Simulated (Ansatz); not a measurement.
Reaction (ligand exchange at the Sn–N bond): `[NH2][Sn]([Cl])([Cl])[Cl]` + `O[Si](O)(O)O` → `O[Si](O)(O)[O][Sn]([Cl])([Cl])[Cl]` + NH₃

Gas-phase electronic energies from Ansatz, PBE0-D4/def2-TZVP geometries. CCSD(T)/CBS adds triple-zeta CCSD(T) − MP2 to the extrapolated MP2 energy (def2 sets, frozen cores). This one scheme is used for every species. Functionals use def2-TZVPP. B3LYP here is the variant with VWN-RPA as its local correlation; programs differ in this. HSE06 is defined as in plane-wave codes. Elements past krypton have def2 core potentials. For Sn outer-core shells are correlated without core-valence functions, which leaves a few kJ/mol of doubt a bond. Each species was taken in one conformer, which may not be the lowest.

Is it downhill or uphill in electronic energy at CCSD(T)/CBS, and by how much? (Best estimate.)

Ansatz gave: Downhill: ΔE = -36.8 kJ/mol.

What do these levels give: r2SCAN0-D4, BLYP, B3LYP, HSE06, CCSD(T)/def2-TZVPP, CCSD/CBS(def2)? (An estimate is asked.)

Computed: r2SCAN0-D4 -32.9, BLYP -22.4, B3LYP -24.2, HSE06 -22.9, CCSD(T)/def2-TZVPP -34.1, CCSD/CBS(def2) -35.4 kJ/mol.

Largest T1 diagnostic among the species: 0.012.

From BLYP to BHLYP (50 % exact exchange), in def2-TZVPP and without D4, ΔE moves by −5.4 kJ/mol. Leaving LDA and LC-ωPBE aside and taking each functional with its dispersion term where it has one, the values, not all of them listed here, spread over 11.3 kJ/mol, from B97M-V to B2PLYP.
